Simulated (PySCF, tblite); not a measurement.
What does the GFN2-xTB structure of `CCSCCC1CCC1` look like in three dimensions?

```
atom  x, y, z in Å
C1     3.755    0.257    0.097
C2     2.600    0.350    1.074
S3     1.554   -1.147    1.103
C4     0.818   -1.153   -0.566
C5    -0.090    0.034   -0.854
C6    -1.258    0.118    0.115
C7    -2.293    1.225   -0.153
C8    -3.418    0.188   -0.024
C9    -2.370   -0.935   -0.036
H10    3.397    0.200   -0.929
H11    4.354   -0.626    0.305
H12    4.386    1.139    0.188
H13    2.965    0.429    2.098
H14    1.959    1.207    0.864
H15    0.251   -2.082   -0.593
H16    1.629   -1.216   -1.291
H17   -0.468   -0.070   -1.876
H18    0.484    0.964   -0.812
H19   -0.875    0.155    1.137
H20   -2.212    1.640   -1.157
H21   -2.314    2.043    0.564
H22   -4.142    0.170   -0.836
H23   -3.953    0.260    0.921
H24   -2.325   -1.460   -0.989
H25   -2.445   -1.666    0.766
```

Any rigid rotation of these coordinates is as good. Atoms count from 1 in this order. The 7 C–C bonds span 1.516 Å (C1–C2, drawn single) to 1.540 Å (C6–C9, drawn single), a spread of 0.024 Å. Of the pairs four or more bonds apart, S3···H19 is among the closest relative to their van der Waals radii: 2.76 Å, 92 % of the sum of Bondi's values. The 4-membered ring C6–C7–C8–C9 has internal angles of 89.4° to 89.6° (sum 358°, against 360° for a flat polygon); it is puckered, 0.07 Å rms from its mean plane, widest ring torsion 10°.

Bonds between heavy atoms (Å): C1–C2 1.516, C2–S3 1.826, S3–C4 1.825, C4–C5 1.522, C5–C6 1.520, C6–C7 1.539, C7–C8 1.536, C8–C9 1.536, C6–C9 1.540.

The geometry is computed with GFN2-xTB (gas phase).

Point group: C1 (no symmetry element, even within 0.4 Å). Its lowest GFN2-xTB frequency is 13 cm⁻¹, too small to tell a flat minimum from a shallow saddle. The numbers are those of one conformer (C1–C2–S3–C4 -66°, C2–S3–C4–C5 -64°, S3–C4–C5–C6 -59°, C4–C5–C6–C7 -176°, C5–C6–C7–C8 131°, C6–C7–C8–C9 -10°, C7–C8–C9–C6 10°, C5–C6–C9–C8 -130°).
